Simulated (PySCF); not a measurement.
H₂Te, SMILES [TeH2+], charge +1, multiplicity 2. The structure is a stationary point at PBE0-D3(BJ)/def2-TZVPD. The def2 effective core potentials stand for the cores of Te; spin–orbit coupling is left out.

Computed equilibrium geometry at PBE0-D3(BJ)/def2-TZVPD (PySCF confirms it by a frequency run) as a Z-matrix, and its point group:
point group C2v.
```
Te
H 1 1.6665
H 1 1.6665 2 90.44
```
Charge +1, spin multiplicity 2.
